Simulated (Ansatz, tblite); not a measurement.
Removing an electron: Ga₇P₆H₂₀⁻, a cluster cut from zinc blende GaP (hydrogen-capped). The state is a singlet with charge -1. Geometry: PBE-D4/def2-SVP. Ansatz, gas phase; energy differences of separate SCF runs; the oxidised species was run as a doublet alone.

```
atom   x (Å)   y (Å)   z (Å)
 Ga1   3.255   1.879   0.296
 Ga2  -4.138  -0.361   1.359
 Ga3   0.753  -0.986   2.147
 Ga4  -0.684   2.081   0.370
 Ga5   1.046   1.294  -3.082
 Ga6  -0.894  -1.605  -1.249
 Ga7   3.046  -1.789  -1.316
  P8  -2.533   1.376   1.822
  P9   1.225   1.278   1.489
 P10   2.864   0.577  -1.683
 P11  -2.726  -2.022   0.330
 P12   1.034  -2.069   0.019
 P13  -0.797   0.741  -1.584
 H14   4.490   1.301   1.112
 H15   3.160   3.437  -0.019
 H16  -5.051   0.204   0.188
 H17  -4.761  -0.918   2.706
 H18   1.786  -1.519   3.225
 H19  -0.814  -1.052   2.501
 H20  -0.887   3.630   0.121
 H21   1.053   2.876  -3.247
 H22   0.909   0.353  -4.356
 H23  -1.233  -2.443  -2.547
 H24   4.296  -2.118  -0.390
 H25   2.817  -2.596  -2.669
 H26  -2.044   1.210   3.154
 H27  -3.335   2.542   2.056
 H28   1.204   2.040   2.705
 H29   4.009   0.869  -2.498
 H30  -2.279  -2.934   1.334
 H31  -3.644  -2.902  -0.334
 H32   0.890  -3.472   0.283
 H33  -2.018   1.100  -2.243
```

The xTB rows come from tblite. B3LYP takes the VWN-RPA correlation. Single mean-field runs in def2-TZVP are fitted with def2-universal-jkfit. HOMO above LUMO, or a gap near zero within one spin, warns that the state may not be the lowest or that an electron is smeared out.

(1) Estimate orbital energies and vertical ionisation energies at: GFN1-xTB; GFN2-xTB; PBE-D4/def2-TZVP; B3LYP-D4/def2-TZVP; PBE0-D4/def2-TZVP.

## Answers

(1) 
```tsv
level	−HOMO (eV)	vertical IE (eV)	−LUMO (eV)	HOMO–LUMO gap (eV)	remarks
GFN1-xTB	7.77	9.35	3.13	4.64	–
GFN2-xTB	8.18	9.87	4.77	3.40	–
PBE-D4/def2-TZVP	3.09	4.90	-0.97	4.06	gap within one spin near zero (doublet)
B3LYP-D4/def2-TZVP	3.94	5.40	-1.59	5.53	–
PBE0-D4/def2-TZVP	4.14	5.42	-1.72	5.86	–
```

Relaxing the oxidised species (PBE-D4/def2-SVP) changes its energy by -0.38 eV at PBE-D4/def2-TZVP, so the adiabatic ionisation energy to this nearest minimum is 4.52 eV. At PBE0-D4/def2-TZVP it is 4.70 eV.    Raw xTB energy differences between charge states are shifted by several eV; the methods need an empirical correction for them.
